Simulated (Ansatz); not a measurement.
Geometry optimisation, RKS r2SCAN/def2-SVP (Ansatz 0.2.0).

Input:

```yaml
crystal:
  periodic: [false, false, false]
  atoms:
    - { symbol: "N", position_ang: [0.1271, -2.0856, 1.9521] }
    - { symbol: C, position_ang: [-0.0517, -1.174, 1.1866] }
    - { symbol: Ge, position_ang: [-0.288, 0.2536, -0.0587] }
    - { symbol: O, position_ang: [1.1781, 0.2459, -1.2111] }
    - { symbol: H, position_ang: [-1.5905, 0.0743, -0.8274] }
    - { symbol: H, position_ang: [-0.2648, 1.6157, 0.7193] }
    - { symbol: H, position_ang: [0.951, 1.0021, -1.8064] }
basis:
  gaussian: { orbitals: def2-SVP }
hamiltonian:
  xc: r2scan
relax:
  f_tol: 0.02
  max_steps: 50
output:
  orbitals: {}
```

Launched with:

```bash
$ ansatz run input.yaml --threads 2 --pin off --max-ram 3072MiB --backend cpu --events-out ev --progress --plain --runs-dir out
```

Task: Where does it end, and by what steps?

Result: The run converged. After 5 steps the energy has fallen by 0.249 eV; H7 moved furthest, 0.15 Å.

| step | energy less start (eV) | largest force component (eV/Å) | accepted |
| --- | --- | --- | --- |
| 0 | 0.0000 | 3.320 | yes |
| 1 | -0.2008 | 1.015 | yes |
| 2 | -0.2385 | 0.365 | yes |
| 3 | -0.2455 | 0.223 | yes |
| 4 | -0.2492 | 0.060 | yes |
| 5 | -0.2494 | 0.004 | yes |

```xyz
7
Properties=species:S:1:pos:R:3
N 0.144 -2.037 1.884
C -0.002 -1.157 1.137
Ge -0.305 0.313 -0.061
O 1.090 0.231 -1.154
H -1.628 0.058 -0.792
H -0.313 1.601 0.770
H 1.076 0.922 -1.829
```

The run took 10 s on 2 threads of INTEL(R) XEON(R) PLATINUM 8581C CPU @ 2.10GHz (Emerald Rapids), with other jobs on the host, peak memory 0.18 GiB.
